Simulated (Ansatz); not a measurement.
System: sum formula Si$_{2}$H$_{4}$Cl$_{2}$ (charge 0, singlet). SMILES: Cl[SiH2][SiH2]Cl
Geometry from a B3LYP-D3(BJ)/def2-TZVP (Ansatz, a quantum-chemistry and plane-wave program) optimisation:
```
Si
H 1 1.4783
H 1 1.4783 2 109.70
Cl 1 2.0766 2 108.35 3 -118.08
Si 1 2.3407 2 111.39 3 123.79
H 5 1.4783 1 111.39 2 57.59
H 5 1.4783 6 109.70 1 -123.79
Cl 5 2.0766 6 108.35 7 -118.08
```

Atomisation energy built up term by term with Ansatz (kcal/mol; UHF references for open shells; valence terms freeze the core; atomic spin-orbit terms are left out). Basis-set limits of correlation are two-point, X^-3; Hartree-Fock from the larger set.

```csv
term,basis,kcal/mol
Hartree-Fock,aug-cc-pV(Q+d)Z,[?]
CCSD correlation,"CBS(aug-cc-pV(T+d)Z,aug-cc-pV(Q+d)Z)",[?]
(T),"CBS(aug-cc-pV(T+d)Z,aug-cc-pV(Q+d)Z)",8.12
core correlation,cc-pwCVTZ,-0.05
scalar relativity (X2C),cc-pVTZ-DK against cc-pVTZ,-1.75
sum: De,,[?]
```

Complete the blanks.


- Hartree-Fock, kcal/mol: 433.10
- CCSD correlation, kcal/mol: 126.46
- sum: De, kcal/mol: 565.9
